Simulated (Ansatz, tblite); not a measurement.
Forces on Ge2Te3⁻ at its PBE-D4/def2-SVPD geometry. The state is a doublet with charge -1.

In the def2 sets Te takes a core potential; there is no spin–orbit coupling. The xTB rows come from tblite. Another isomer (doublet) lies 0.56 eV lower at PBE0-D4/def2-TZVPD; other spin states weren't run for this one.

GFN2-xTB (tblite), largest force 0.93 eV/Å:

```xyz
5
positions Å, forces eV/Å
Ge    0.514   -1.034    0.314   -0.128    0.162   -0.102
Ge   -0.253    2.476    0.344    0.150   -0.915   -0.064
Te   -0.250   -2.995   -1.039    0.076    0.448    0.198
Te    1.440    1.103   -1.099   -0.474    0.056    0.364
Te   -1.451    0.449    1.481    0.377    0.249   -0.396
```

PBE-D4/def2-TZVPD (Ansatz), largest force 0.14 eV/Å:

```
Ge -0.077 0.006 -0.084
Ge 0.020 -0.135 -0.012
Te 0.042 0.085 0.068
Te -0.089 0.000 0.100
Te 0.105 0.044 -0.073
```
